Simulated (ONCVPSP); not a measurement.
## potassium (K): one change to an ONCV potential, before and after

| Item | Value |
| --- | --- |
| Element | potassium (K) |
| Generator | ONCVPSP 4.0.1 |
| Type | optimised norm-conserving Vanderbilt (ONCV) |
| Functional | LDA (Perdew-Wang 92) |
| Relativity | scalar-relativistic |
| Frozen core | [Ne] |
| Valence charge | 9 |
| Reference configuration | 3s2 3p6 4s1 |
| Partial waves | 3s+4s: rc 2.30 bohr, ncon 4, nbas 7, qcut 4.1 1/bohr, 2 projectors; 3p: rc 2.20 bohr, ncon 5, nbas 9, qcut 5.7 1/bohr, 2 projectors, debl 1.9 Ha; d scattering state at 0.06 Ha: rc 2.05 bohr, ncon 4, nbas 7, qcut 4.3 1/bohr, 3 projectors, debl 2.1 Ha |
| Local potential | polynomial inside 1.30 bohr (lpopt 5, dvloc0 0 Ha) |
| Core correction | polynomial model core, fcfact 0.3 |

Change: all radii but the core radius scaled by about 1.04 (s 2.38, p 2.28, d 2.12 bohr); local potential polynomial inside 1.36 bohr (lpopt 5, dvloc0 0 Ha).

Cutoffs: the cutoffs (Ha) at which the residual kinetic energy of the hardest occupied pseudo-wave falls to 1 and 0.1 mHa per electron; they do not see the model core or the augmentation charge, which bear on the density cutoff. Errors are all-electron minus pseudo energies relative to the spin-unpolarised reference configuration.

Task: What does the change do?

Result: The potential gets neither clearly harder nor softer (11 Ha and 14 Ha → 11 Ha and 14 Ha); a bound ghost appears in d, which as a rule spoils a file; the errors of the 4 common tests hardly move.

| quantity | base | changed |
| --- | --- | --- |
| cutoff, loose | 11 Ha | 11 Ha |
| cutoff, tight | 14 Ha | 14 Ha |
| loose cutoff by channel | s 4.7 Ha, p 11 Ha | s 4.8 Ha, p 11 Ha |
| bound ghosts | none | d |
| GHOST(+) flags under 300 eV | none | none |
| error for 3s2 3p6 4s0, meV [ΔE 4.40 eV] | -0.3 | -0.3 |
| error for 3s2 3p6 4s0.5, meV [ΔE 1.71 eV] | -0.1 | -0.1 |
| error for 3s2 3p6 4s0 4p1, meV [ΔE 1.63 eV] | -0.2 | -0.2 |
| error for 3s1 3p6 4s1, meV [ΔE 41.84 eV] | -240 | -253 |
| rms error of d²Exc/dni dnj with the model core, mHa | 1.01 | 1.01 |

Base: The cutoffs count occupied waves only; projector 3 of the d channel, the hardest unoccupied one, needs 63 Ha at the loose tolerance. Changed file: The cutoffs count occupied waves only; projector 3 of the d channel, the hardest unoccupied one, needs 59 Ha at the loose tolerance. A true bound ghost makes a file unfit for plane-wave use even where its test errors are small: the radial tests pick states by their node count and pass the ghost by.
